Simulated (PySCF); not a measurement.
H2MgO2, SMILES [OH][Mg][OH].

The structure is a stationary point at PBE-D3(BJ)/def2-TZVP. Other conformers were not sampled.

Two levels are set side by side: TDA-PBE/def2-SVPD (PySCF) and TDA-M06-2X/def2-SVPD (PySCF). Vertical, same geometry. The lowest singlet is HOMO→LUMO 99 % with PBE and HOMO→LUMO 90 % with the other functional; states are paired by order. Differences are taken from unrounded values.

```csv
quantity,TDA-M06-2X
lowest singlet excitation (eV),5.83
lowest triplet excitation (TDA) (eV),5.53
first bright state (f over 0.05) (eV),5.91
its oscillator strength,0.06
```

Q: What does TDA-PBE give, and how far is it from TDA-M06-2X? (Estimate from the structure and the level; the computed values follow.)

A: 
```csv
quantity,TDA-PBE,TDA-PBE minus TDA-M06-2X
lowest singlet excitation (eV),4.52,-1.31
lowest triplet excitation (TDA) (eV),4.29,-1.24
first bright state (f over 0.05) (eV),4.89,-1.01
its oscillator strength,0.09,0.03
```

A lower first singlet is the usual sign of a functional without exact exchange. Differences between two approximate levels are no errors against the true value.

Rough cost on one machine, each run with all the roots and properties that it gave: TDA-M06-2X against TDA-PBE about 6 times.
